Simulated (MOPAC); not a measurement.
MOPAC input (PM6):

```
PM6 1SCF GEO-OK AUX(PRECISION=9) THREADS=1
C4H5FO

O     2.54337900 1   -0.20297200 1   -0.22127000 1
C     1.48526200 1   -0.19671800 1    0.35406600 1
C     0.22251500 1    0.30545100 1   -0.21721700 1
C    -0.80071800 1    0.97960800 1    0.70474400 1
C    -1.07115200 1   -0.36433900 1    0.17244000 1
F    -2.01079400 1   -0.49614300 1   -0.81379400 1
H     1.40286700 1   -0.58506400 1    1.39420100 1
H     0.27990600 1    0.67478800 1   -1.23219900 1
H    -1.34242300 1    1.80856600 1    0.27250200 1
H    -0.55526500 1    1.07743000 1    1.75418300 1
H    -1.05041200 1   -1.23066400 1    0.82142700 1
```

Output:

```
 *******************************************************************************
 **                                                                           **
 **                              MOPAC v23.2.5                                **
 **                                                                           **
 *******************************************************************************
 ** MOPAC's Digital Object Identifier: https://doi.org/10.5281/zenodo.6511958 **
 **                                                                           **
 ** Please cite the open-source release paper for use of this MOPAC version:  **
 ** J. E. Moussa and J. J. P. Stewart (2026)                                  **
 ** MOPAC: An open-source semiempirical molecular orbital program             **
 ** J. Open Source Softw., 11(119), 8025, https://doi.org/10.21105/joss.08025 **
 *******************************************************************************

                              PM6 CALCULATION RESULTS

 *******************************************************************************
 *  PM6        - The PM6 Hamiltonian to be used
 *  GEO-OK     - OVERRIDE INTERATOMIC DISTANCE AND OTHER SAFETY CHECKS
 *  1SCF       - DO 1 SCF AND THEN STOP
 *  AUX        - OUTPUT AUXILIARY INFORMATION
 *******************************************************************************
PM6 1SCF GEO-OK AUX(PRECISION=9) THREADS=1
 C4H5FO

   ATOM   CHEMICAL          X               Y               Z
  NUMBER   SYMBOL      (ANGSTROMS)     (ANGSTROMS)     (ANGSTROMS)

     1       O          2.54337900  *  -0.20297200  *  -0.22127000  *
     2       C          1.48526200  *  -0.19671800  *   0.35406600  *
     3       C          0.22251500  *   0.30545100  *  -0.21721700  *
     4       C         -0.80071800  *   0.97960800  *   0.70474400  *
     5       C         -1.07115200  *  -0.36433900  *   0.17244000  *
     6       F         -2.01079400  *  -0.49614300  *  -0.81379400  *
     7       H          1.40286700  *  -0.58506400  *   1.39420100  *
     8       H          0.27990600  *   0.67478800  *  -1.23219900  *
     9       H         -1.34242300  *   1.80856600  *   0.27250200  *
    10       H         -0.55526500  *   1.07743000  *   1.75418300  *
    11       H         -1.05041200  *  -1.23066400  *   0.82142700  *

          CARTESIAN COORDINATES

    NO.       ATOM           X           Y           Z

     1         O          2.5434     -0.2030     -0.2213
     2         C          1.4853     -0.1967      0.3541
     3         C          0.2225      0.3055     -0.2172
     4         C         -0.8007      0.9796      0.7047
     5         C         -1.0712     -0.3643      0.1724
     6         F         -2.0108     -0.4961     -0.8138
     7         H          1.4029     -0.5851      1.3942
     8         H          0.2799      0.6748     -1.2322
     9         H         -1.3424      1.8086      0.2725
    10         H         -0.5553      1.0774      1.7542
    11         H         -1.0504     -1.2307      0.8214

 General Reference for PM6:
 "Optimization of Parameters for Semiempirical Methods V: Modification of NDDO Approximations
 and Application to 70 Elements", J. J. P. Stewart, J. Mol. Mod., 13, 1173-1213 (2007)
 URL: https://link.springer.com/article/10.1007/s00894-007-0233-4

           Empirical Formula: C4 H5 O F  =    11 atoms

      MOLECULAR POINT GROUP   :   C1

      RHF CALCULATION, NO. OF DOUBLY OCCUPIED LEVELS = 17

 -------------------------------------------------------------------------------
 PM6 1SCF GEO-OK AUX(PRECISION=9) THREADS=1
 C4H5FO

     1SCF WAS SPECIFIED, SO BFGS WAS NOT USED
     SCF FIELD WAS ACHIEVED

                              PM6 CALCULATION
                                                       MOPAC v23.2.5 Linux

          FINAL HEAT OF FORMATION =        -57.42686 KCAL/MOL =    -240.27397 KJ/MOL

          COSMO AREA              =        120.17 SQUARE ANGSTROMS
          COSMO VOLUME            =        106.63 CUBIC ANGSTROMS

          IONIZATION POTENTIAL    =         10.448412 EV
          HOMO LUMO ENERGIES (EV) =        -10.448 -0.093
          NO. OF FILLED LEVELS    =         17
          MOLECULAR WEIGHT        =         88.0813         POINT GROUP:  C1

          MOLECULAR DIMENSIONS (Angstroms)

            Atom       Atom       Distance
            F     6    O     1     4.60190
            H    10    H     8     3.09916
            H    11    H     9     3.09676

          SCF CALCULATIONS        =          1

   ATOM   CHEMICAL          X               Y               Z
  NUMBER   SYMBOL      (ANGSTROMS)     (ANGSTROMS)     (ANGSTROMS)

     1       O          2.54337900  *  -0.20297200  *  -0.22127000  *
     2       C          1.48526200  *  -0.19671800  *   0.35406600  *
     3       C          0.22251500  *   0.30545100  *  -0.21721700  *
     4       C         -0.80071800  *   0.97960800  *   0.70474400  *
     5       C         -1.07115200  *  -0.36433900  *   0.17244000  *
     6       F         -2.01079400  *  -0.49614300  *  -0.81379400  *
     7       H          1.40286700  *  -0.58506400  *   1.39420100  *
     8       H          0.27990600  *   0.67478800  *  -1.23219900  *
     9       H         -1.34242300  *   1.80856600  *   0.27250200  *
    10       H         -0.55526500  *   1.07743000  *   1.75418300  *
    11       H         -1.05041200  *  -1.23066400  *   0.82142700  *

                             CARTESIAN COORDINATES

   1    O        2.543379000    -0.202972000    -0.221270000
   2    C        1.485262000    -0.196718000     0.354066000
   3    C        0.222515000     0.305451000    -0.217217000
   4    C       -0.800718000     0.979608000     0.704744000
   5    C       -1.071152000    -0.364339000     0.172440000
   6    F       -2.010794000    -0.496143000    -0.813794000
   7    H        1.402867000    -0.585064000     1.394201000
   8    H        0.279906000     0.674788000    -1.232199000
   9    H       -1.342423000     1.808566000     0.272502000
  10    H       -0.555265000     1.077430000     1.754183000
  11    H       -1.050412000    -1.230664000     0.821427000

           Empirical Formula: C4 H5 O F  =    11 atoms

      MOLECULAR POINT GROUP   :   C1

                  EIGENVALUES
 -41.90369 -32.27658 -31.39119 -24.36576 -22.09923 -21.14809 -18.15041 -17.69464
 -17.03193 -16.14241 -15.26811 -15.10514 -14.45719 -14.05582 -12.53501 -12.10926
 -10.44841  -0.09305   1.70852   2.29683   2.79504   3.18624   3.22141   4.16829
   4.48768   4.55613   5.05388   5.43722   5.59706

              NET ATOMIC CHARGES AND DIPOLE CONTRIBUTIONS

  ATOM NO.   TYPE          CHARGE      No. of ELECS.   s-Pop       p-Pop
    1          O          -0.436948        6.4369     1.84978     4.58717
    2          C           0.418483        3.5815     1.11950     2.46202
    3          C          -0.391728        4.3917     1.10539     3.28634
    4          C          -0.325308        4.3253     1.08907     3.23623
    5          C           0.081629        3.9184     1.09668     2.82169
    6          F          -0.152586        7.1526     1.97318     5.17941
    7          H           0.089066        0.9109     0.91093
    8          H           0.206189        0.7938     0.79381
    9          H           0.184939        0.8151     0.81506
   10          H           0.173022        0.8270     0.82698
   11          H           0.153242        0.8468     0.84676
 DIPOLE           X         Y         Z       TOTAL
 POINT-CHG.    -2.016     0.160     2.828     3.477
 HYBRID        -0.017     0.141    -0.418     0.441
 SUM           -2.033     0.301     2.410     3.168

          ATOMIC ORBITAL ELECTRON POPULATIONS

     Atom    s        px        py        pz
    1  O   1.84978   1.39867   1.47588   1.71262
    2  C   1.11950   0.83779   0.69906   0.92516
    3  C   1.10539   0.99479   1.15603   1.13551
    4  C   1.08907   1.07228   1.06690   1.09706
    5  C   1.09668   0.88373   1.00280   0.93516
    6  F   1.97318   1.61304   1.97954   1.58683
    7  H   0.91093
    8  H   0.79381
    9  H   0.81506
   10  H   0.82698
   11  H   0.84676

 **********************
 *                    *
 * JOB ENDED NORMALLY *
 *                    *
 **********************

 == MOPAC DONE ==
```

The geometry given is a B3LYP-D3(BJ)/def2-TZVP minimum.
